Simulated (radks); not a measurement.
Values are calculated unless marked as measured or tabulated.
Ionisation of Os, [Xe] 4f14 5d6 6s2, to Os+, [Xe] 4f14 5d6 6s1, under several functionals. Dirac Kohn-Sham, spin-unpolarised, spherical densities, point nucleus; open shells fill j = l - 1/2 first; a radial shooting solver on a logarithmic mesh with Libxc functionals.

functional         E(Os) (hartree)  Exc (hartree)  IE (eV)  -e(HOMO) (eV)  <r> HOMO (bohr)  IE error (eV)
RPBE                   -17282.3400      -341.3826    9.409          5.621            1.864         +0.971
PW91                   -17283.5419      -342.6005    9.584          5.728            1.865         +1.146
PBE                    -17281.8335      -340.8707    9.514          5.672            1.865         +1.076
exchange-only PBE      -17277.2833      -336.2568    8.778          4.767            1.887         +0.339
OLYP                   -17287.9715      -347.2370    9.173          5.565            1.848         +0.735

NIST Atomic Spectra Database: 8.438 eV (measured). Closest: exchange-only PBE. The Delta-SCF values span 0.81 eV, the total energies 10.69 hartree. The highest occupied level is 5d5/2. Spin polarisation and multiplet splitting are left out, so open shells lie too high by an amount that depends on their filling.

Beside tabulated values, note that spin-unpolarised runs miss the spin-polarisation part of the exchange energy of open shells.
